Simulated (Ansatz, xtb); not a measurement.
# HNOTe: which of two isomers lies lower

Structure a: `O=N[TeH]`, a singlet. Structure b: `O=[NH+][Te-]`, a singlet. Both are isolated molecules in the gas phase, relaxed with PBE0-D3(BJ)/def2-SVP; the shapes shown needn't be the lowest conformers.

a (Å):

```xyz
4

N    -2.9984   -2.4704    3.2189
O    -4.0003   -2.2604    3.7426
Te   -1.2096   -1.0932    3.6795
H    -0.3899   -2.0674    2.6116
```

b (Å):

```xyz
4

N    -1.9749   -2.0823    3.3371
O    -1.7199   -3.2450    3.5342
Te   -3.7593   -1.1408    3.1198
H    -1.1550   -1.4445    3.2641
```

Energies in hartree; the thermal terms are from PBE0-D3(BJ)/def2-SVP harmonic frequencies (ideal gas, rigid rotor, one conformer each, 298.15 K, 1 atm) and include the zero-point energy:

```
                                a           b
E, CCSD(T)/def2-TZVPP  −397.758307  −397.757426
    zero-point energy     0.012955     0.018542
         H(298 K) − E     0.018074     0.022914
         G(298 K) − E    −0.014989    −0.008646
```

Question: Work out ΔE, ΔE₀, ΔH and ΔG for a → b in kJ/mol (1 Eh = 2625.50 kJ/mol) and the equilibrium ratio [b]/[a].

Answer: 1. ΔE = −397.757426 − (−397.758307) = +0.000881 Eh = +2.31 kJ/mol.
2. ΔE₀ = ΔE + ΔZPE = +0.000881 + (+0.005587) Eh = +16.98 kJ/mol.
3. ΔH = ΔE + (+0.004840) Eh = +15.02 kJ/mol.
4. ΔG = ΔE + (+0.006343) Eh = +18.97 kJ/mol, so ΔS = (ΔH − ΔG)/T = −13.2 J/(mol K).
5. kT = 0.9442 mEh, so K = [b]/[a] = exp(−ΔG/kT) = exp(−7.65) ≈ 4.8 × 10^−4.

Structure a is favoured at this temperature. An error of 4 kJ/mol in ΔG would change K by a factor of 5. Large T1 diagnostics make the coupled-cluster value less sure. Mirror images and further conformers aren't counted.

As drawn, b has 1 N–H in place of 1 Te–H.

Other levels gave ΔE = +9.7 (GFN2-xTB); +55.6 (HF/STO-3G, GFN2-xTB geometries); −21.5 (r2SCAN-D4/def2-SVP, GFN2-xTB geometries); −0.7 (PBE0-D3(BJ)/def2-SVP); +5.6 (HF/def2-TZVPP); −10.3 (MP2/def2-TZVPP) kJ/mol. The correlated steps freeze 6 core orbitals; the filled d shell of Te is correlated, in a basis made for valence electrons. Atoms past krypton carry core potentials in the def2 sets, without spin–orbit terms. Programs: Ansatz 0.2.0, xtb 6.7.1.
